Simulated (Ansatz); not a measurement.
`O=C=[Se]`, one more setting.

```yaml
crystal:
  periodic: [false, false, false]
  atoms:
    - {symbol: O, position_ang: [-0.823629, 0.973286, -0.350914]}
    - {symbol: C, position_ang: [-0.117783, 0.116834, -0.052622]}
    - {symbol: Se, position_ang: [0.930412, -1.155020, 0.390336]}
basis:
  gaussian: {orbitals: def2-TZVP, final_grid: {core_spheres: 5, valence_spheres: 4, degree: 11}}
hamiltonian: {xc: {name: B2GP-PLYP}}
output: {forces: true}
```

```sh
$ ansatz run in.yaml --threads 4 --pin off --events-out ev --progress --plain --max-ram 10444MiB
```

Output, abridged:

```
Functional definition: B2GP-PLYP
734 factors; integrals over basis functions are off by at most 1.1e-3 eV
mean field evaluation 1: about -68409.0151 eV, gradient 3.3e1 eV
mean field evaluation 2: about -68409.1567 eV, gradient 3.3e1 eV
mean field evaluation 4: about -68411.1391 eV, gradient 2.4e0 eV
mean field evaluation 8: about -68411.1585 eV, gradient 1.3e-1 eV
mean field evaluation 16: about -68411.1586 eV, gradient 4.4e-6 eV
mean field -68411.15859622 eV, -2514.0637076622 hartree, gradient 4.6e-6 eV, S^2 0.000000; 0 other end points of the search recorded, 0 dependent functions left out
11 core orbitals not correlated: weight in the atoms' cores, before any rotation towards them, 1.000 or more for the frozen orbitals, at most 0.000 for the correlated occupied ones
reference -68411.15866277 eV, -2514.0637101081 hartree; 13, 13 occupied and 86, 86 virtual orbitals, 734 factors
second order -20.29132225 eV of doubles, -0.00000000 eV of singles
Total energy: -68418.46353878 eV, -2514.3321593500 hartree
Atom 0 at    -0.823629     0.973286    -0.350914 Å, force    -0.442272     0.536651    -0.186883 eV/Å
Atom 1 at    -0.117783     0.116834    -0.052622 Å, force     0.330176    -0.400644     0.139498 eV/Å
Atom 2 at     0.930412    -1.155020     0.390336 Å, force     0.112096    -0.136006     0.047385 eV/Å
Dipole moment:     0.085471    -0.103708     0.036120 e Å
```

It took 1.4 s on 4 threads of an Arm Neoverse V1 on a shared host, with 0.23 GiB of host memory at the peak.
